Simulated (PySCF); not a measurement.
C₃H₂O, SMILES O=c1cc1. Atoms are numbered in the order given.

```xyz
6

O      0.0000     0.0000     1.5386
C      0.0000     0.0000     0.3380
C      0.0000     0.6738    -0.9322
C      0.0000    -0.6738    -0.9322
H      0.0000     1.5575    -1.5751
H      0.0000    -1.5575    -1.5751
```

Coordinates come from a B3LYP-D3(BJ)/def2-SVP optimisation.

Computed with B3LYP/pcJ-1 (PySCF).

Isotropic couplings with Fermi-contact, spin-dipole and both spin-orbit terms, one fixed conformer, no vibrational averaging. Isotopes: 13C, 1H.

```csv
pair,bonds apart,J (Hz)
C2–C3,1,___
C2–C4,1,___
C3–C4,1,24.9
C3–H5,1,217.7
C4–H6,1,217.7
C2–H5,2,0.5
C2–H6,2,0.5
C3–H6,2,___
C4–H5,2,___
H5–H6,3,___
```

Problem. What belongs in the gaps? (An estimate is asked for; the answer gives what the named calculation found.)

Solution. 
- C2–C3, J (Hz): 30.0
- C2–C4, J (Hz): 30.0
- C3–H6, J (Hz): -7.5
- C4–H5, J (Hz): -7.5
- H5–H6, J (Hz): 4.6
